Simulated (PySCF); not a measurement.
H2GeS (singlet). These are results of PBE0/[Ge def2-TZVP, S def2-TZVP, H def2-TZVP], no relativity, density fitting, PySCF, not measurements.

Harmonic bands of its minimum:

| ω (cm⁻¹) | IR (km/mol) |
| --- | --- |
| 544 | 16.4 |
| 564 | 8.2 |
| 582 | 24.4 |
| 891 | 86.9 |
| 2132 | 71.0 |
| 2133 | 127 |

Question: The central atom is Ge. Infer the point group and assign the bands.

Answer: C2v. The modes span 2b2 + b1 + 3a1: 544 b2, 564 b1, 582 a1, 891 a1, 2132 a1, 2133 b2. The computed geometry has Ge–H 1.540 Å (×2), Ge–S 2.021 Å; H–Ge–H 111.0°, H–Ge–S 124.5° (×2).

Only a few start shapes were tried, so a lower isomer may exist.
